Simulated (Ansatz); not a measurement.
Q: Predict a relaxed structure of tetraphenylphosphonium pentafluorobenzenesulfonate, `O=S(=O)([O-])c1c(F)c(F)c(F)c(F)c1F.c1ccc([P+](c2ccccc2)(c2ccccc2)c2ccccc2)cc1`, charge 0, singlet, at PBE-D4/def2-SVP (Ansatz).

A: 
Cartesian coordinates in Å:
```
O -4.277 1.132 1.045
S -2.823 0.944 1.230
O -2.382 0.303 2.506
O -2.117 0.363 0.019
C -2.150 2.664 1.293
C -1.749 3.285 2.485
F -1.794 2.663 3.666
C -1.210 4.584 2.482
F -0.760 5.130 3.621
C -1.113 5.303 1.283
F -0.592 6.536 1.275
C -1.535 4.709 0.083
F -1.440 5.391 -1.067
C -2.069 3.411 0.104
F -2.459 2.900 -1.071
C 0.280 0.458 -4.723
C -0.781 0.773 -3.860
C -0.776 0.332 -2.529
C 0.321 -0.426 -2.063
P 0.351 -0.995 -0.331
C 0.577 0.410 0.790
C 0.922 1.662 0.242
C 1.299 2.709 1.092
C 1.314 2.519 2.483
C 0.957 1.276 3.024
C 0.602 0.213 2.184
C 1.919 -1.934 -0.122
C 3.120 -1.213 0.051
C 4.336 -1.896 0.186
C 4.363 -3.300 0.161
C 3.170 -4.020 0.003
C 1.948 -3.342 -0.139
C -0.971 -2.210 -0.070
C -1.218 -3.090 -1.144
C -2.160 -4.119 -0.993
C -2.851 -4.266 0.218
C -2.611 -3.372 1.275
C -1.675 -2.339 1.141
C 1.389 -0.747 -2.926
C 1.362 -0.305 -4.257
H 0.265 0.808 -5.767
H -1.631 1.373 -4.220
H -1.602 0.572 -1.838
H 0.892 1.819 -0.845
H 1.568 3.685 0.663
H 1.582 3.352 3.150
H 0.942 1.131 4.113
H 0.352 -0.763 2.620
H 3.103 -0.113 0.089
H 5.268 -1.326 0.321
H 5.318 -3.834 0.275
H 3.184 -5.120 -0.006
H 1.016 -3.914 -0.253
H -0.692 -2.966 -2.102
H -2.361 -4.799 -1.835
H -3.596 -5.067 0.333
H -3.182 -3.455 2.212
H -1.580 -1.586 1.938
H 2.241 -1.341 -2.565
H 2.195 -0.558 -4.931
```
 This is one stationary point.

Single mean-field runs in def2-SVP are fitted with def2-universal-jkfit. In the singlet geometry the species has come apart into loosely held pieces.
